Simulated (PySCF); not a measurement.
C2H11NSi3, SMILES [SiH3][C@@H]1[SiH2]CN1[SiH3].

Geometry: PBE-D3(BJ)/def2-SVP. The structure was generated by enumeration; whether it is a known compound was not checked.

Two levels are set side by side: TDA-PBE/def2-SVPD (PySCF) and TDA-ωB97X/def2-SVPD (PySCF). Vertical, same geometry. The lowest singlet is HOMO→LUMO 100 % with PBE and HOMO→LUMO+1 68 %, HOMO→LUMO 15 % with the other functional; states are paired by order. Differences are taken from unrounded values.

| quantity | TDA-ωB97X | TDA-PBE | TDA-PBE minus TDA-ωB97X |
|---|---|---|---|
| lowest singlet excitation (eV) | 5.72 | 4.13 | -1.59 |
| lowest triplet excitation (TDA) (eV) | 5.46 | 4.05 | -1.41 |

Functionals without exact exchange tend to place singlet excitations lower, as here. Differences between two approximate levels are no errors against the true value.

Rough cost on one machine, each run with all the roots and properties that it gave: TDA-ωB97X against TDA-PBE about 6 times.
